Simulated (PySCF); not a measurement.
CH10FNSi3, SMILES [Si@@H](C)(N[SiH3])[SiH2]F.

The structure is a stationary point at B3LYP-D3(BJ)/def2-SVP. The structure was generated by enumeration; whether it is a known compound was not checked. The values are those of a single conformer.

Two levels are set side by side: PBE/def2-TZVP (PySCF) and PBE0/def2-TZVP (PySCF). Same geometry, gas phase. Differences are taken from unrounded values.

```
quantity                      PBE0
---------------------------  -----
orbital gap (eV)              6.55
highest occupied level (eV)  -7.27
lowest empty level (eV)      -0.72
dipole moment (D)             2.30
```

Q: What does PBE give, and how far is it from PBE0? (The exact figures need the calculation; the answer reports its results.)

A: 
```tsv
quantity	PBE	PBE minus PBE0
orbital gap (eV)	4.42	-2.13
highest occupied level (eV)	-6.00	1.27
lowest empty level (eV)	-1.58	-0.86
dipole moment (D)	2.23	-0.07
```

PBE's occupied levels lie high since its potential decays too fast outside the molecule; exact exchange lowers them and widens the gap. Differences between two approximate levels are no errors against the true value.

Rough cost on one machine, each run with all the roots and properties that it gave: PBE0 against PBE within a factor of 2.
